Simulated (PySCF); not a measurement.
C7H11FSSi, SMILES Fc1sc([Si](C)(C)C)cc1 (GFN2-xTB optimised geometry):

```
21

C     -0.772    -3.003     1.563
Si    -0.089    -2.159     0.000
C      1.818    -2.159     0.000
C     -0.752    -2.994    -1.579
C     -0.678    -0.363     0.000
C     -1.397     0.316     0.937
C     -1.665     1.663     0.610
C     -1.132     1.983    -0.595
F     -1.199     3.170    -1.205
S     -0.302     0.670    -1.348
H     -0.475    -4.047     1.594
H     -0.401    -2.530     2.466
H     -1.857    -2.971     1.592
H      2.212    -3.170    -0.031
H      2.215    -1.678     0.889
H      2.207    -1.626    -0.863
H     -1.838    -3.004    -1.598
H     -0.413    -2.468    -2.467
H     -0.412    -4.022    -1.655
H     -1.731    -0.141     1.850
H     -2.215     2.352     1.223
```

Calculation: PySCF with B3LYP/def2-SVP.

Task: What are the frontier orbital energies and the dipole moment?

Result: HOMO-2 -8.40 eV, HOMO-1 -7.14 eV, HOMO -6.32 eV, LUMO -0.51 eV, LUMO+1 0.69 eV; dipole moment 1.87 D.

Meta-Löwdin charges at B3LYP/def2-SVP: C1 -0.54, Si2 0.90, C3 -0.54, C4 -0.54, C5 -0.35, C6 -0.11, C7 -0.18, C8 0.16, F9 -0.24, S10 0.24, H11 0.11, H12 0.11, H13 0.11, H14 0.10, H15 0.11, H16 0.11, H17 0.11, H18 0.11, H19 0.11, H20 0.11, H21 0.12.
